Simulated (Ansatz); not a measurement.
One geometry of Li3N, several levels of theory.

```yaml
crystal:
  periodic: [false, false, false]
  atoms:
    - {symbol: Li, position_ang: [-0.574267, -0.342819, 1.583129]}
    - {symbol: Li, position_ang: [-1.114703, 0.222279, -1.289029]}
    - {symbol: Li, position_ang: [1.688337, 0.135981, -0.290972]}
    - {symbol: N, position_ang: [0.000644, -0.015441, -0.003138]}
basis:
  gaussian: {orbitals: def2-TZVP, initial_orbitals: start.molden}
hamiltonian: {xc: lda}
scf: {omitted_lower_state_checks: [starts]}
output: {orbitals: {seedname: orbitals}}
```

The file start.molden holds the orbitals of an earlier run on this structure, at another level or in another basis.

```sh
$ ansatz run in.yaml --threads 4 --pin off --events-out ev --progress --plain --max-ram 3916MiB
```

It prints (some lines left out):

```
Functional definition: SPW92
542 factors; their error is unknown
mean field evaluation 1: about -2080.5455 eV, gradient 2.3e1 eV
mean field evaluation 2: about -2080.7533 eV, gradient 2.3e-1 eV
mean field evaluation 4: about -2080.7529 eV, gradient 2.3e-2 eV
mean field -2080.75293741 eV, -76.4662600646 hartree, gradient 2.7e-5 eV, S^2 0.000000; 0 other end points of the search recorded, 0 dependent functions left out
reference -2080.75298273 eV, -76.4662617302 hartree; 8, 8 occupied and 65, 65 virtual orbitals, 542 factors
Total energy: -2080.75298273 eV, -76.4662617302 hartree
Checks for a lower state left out: starts
```

It took 0.3 s on 4 threads of Arm Neoverse V1 on a shared host.

The first input with `hamiltonian: {xc: pbe, dispersion: d4}` (abridged; 0.45 s):

```
Functional definition: PBE
mean field -2100.11141093 eV, -77.1776708449 hartree, gradient 4.8e-6 eV, S^2 0.000000
Total energy: -2100.16205183 eV, -77.1795318636 hartree
Checks for a lower state left out: starts
```

As the first input, with `gaussian: {orbitals: def2-TZVPP, initial_orbitals: start.molden}`, `correlation: {method: ccsd_t}` and without the key `hamiltonian` (abridged; 1.7 s):

```
Functional definition: HF
mean field evaluation 16: about -2085.1875 eV, gradient 1.3e-1 eV
mean field evaluation 32: about -2082.3812 eV, gradient 2.2e1 eV
mean field -2088.64460956 eV, -76.7562736672 hartree, gradient 3.0e-6 eV, S^2 0.000000; 1 other end points of the search recorded, 0 dependent functions left out; unrestricted orbitals would lower it
determinant -2088.64460956 eV, -76.7562736672 hartree, with singles and doubles -2098.94851120 eV, -77.1349350683 hartree
determinant -2085.18756352 eV, -76.6292295683 hartree, with singles and doubles -2094.11348339 eV, -76.9572510733 hartree
1 core orbitals not correlated: weight in the atoms' cores, before any rotation towards them, 1.000 or more for the frozen orbitals, at most 0.000 for the correlated occupied ones
second order -10.27727896 eV of doubles, -0.00000000 eV of singles
cycle   1  -10.18700963 eV  change   -5.1e-1 eV  update   4.6e-2
cycle   2  -10.23758076 eV  change   -5.1e-2 eV  update   2.0e-2
cycle   3  -10.23608332 eV  change    1.5e-3 eV  update   1.8e-2
cycle   4  -10.23208329 eV  change    4.0e-3 eV  update   9.5e-3
cycle   5  -10.23658880 eV  change   -4.5e-3 eV  update   3.6e-3
cycle   6  -10.23702102 eV  change   -4.3e-4 eV  update   1.1e-3
cycle   7  -10.23701518 eV  change    5.8e-6 eV  update   6.1e-4
cycle   8  -10.23736696 eV  change   -3.5e-4 eV  update   1.6e-4
cycle   9  -10.23734387 eV  change    2.3e-5 eV  update   5.9e-5
cycle  10  -10.23731388 eV  change    3.0e-5 eV  update   2.8e-5
cycle  11  -10.23731630 eV  change   -2.4e-6 eV  update   1.2e-5
perturbative correction -0.50608709 eV, -0.0185983576 hartree
Total energy: -2099.38801295 eV, -77.1510864598 hartree
Checks for a lower state left out: starts
```

As the first input, with `gaussian: {orbitals: STO-3G}`, `hamiltonian: {xc: hf}` (abridged; 0.1 s):

```
Functional definition: HF
a density is far from that of the atoms, so the factors are made again for it
mean field evaluation 16: about -2061.5514 eV, gradient 1.2e-3 eV
mean field -2061.55139698 eV, -75.7606164692 hartree, gradient 1.2e-5 eV, S^2 0.000000
Total energy: -2061.55139698 eV, -75.7606164692 hartree
Checks for a lower state left out: starts
```

The first input with `gaussian: {orbitals: 6-31G}`, `hamiltonian: {xc: {name: B3LYP}, dispersion: d4}` (abridged; 0.4 s):

```
Functional definition: B3LYP
mean field -2103.25495673 eV, -77.2931940224 hartree, gradient 5.9e-5 eV, S^2 0.000000
Total energy: -2103.34001637 eV, -77.2963199064 hartree
Checks for a lower state left out: starts
```

As the first input, with `hamiltonian: {xc: {name: LC-wPBE}}` (abridged; 0.6 s):

```
Functional definition: LC-wPBE
mean field -2100.99444390 eV, -77.2101217082 hartree, gradient 2.3e-5 eV, S^2 0.000000
Total energy: -2100.99444391 eV, -77.2101217084 hartree
Checks for a lower state left out: starts
```

Geometry: PBE0-D4/def2-TZVP.

LC-ωPBE has ω = 0.4 bohr⁻¹. B3LYP takes the VWN-RPA correlation. Correlated methods freeze 1 core orbital; core or outer-core shells of Li are correlated, in sets that lack core-valence functions. At CCSD(T)/def2-TZVPP T1 of the charge 0 singlet is large (up to 0.032), so the single-reference result is doubtful. At CCSD(T)/def2-TZVPP the restricted singlet (for correlated methods, its reference) is unstable: a solution with broken spin symmetry lies lower. The restricted singlet is unstable towards broken spin symmetry in Hartree–Fock (as tested in another run); at HF/STO-3G this wasn't settled. The structure comes from a short search, and lower isomers may exist.
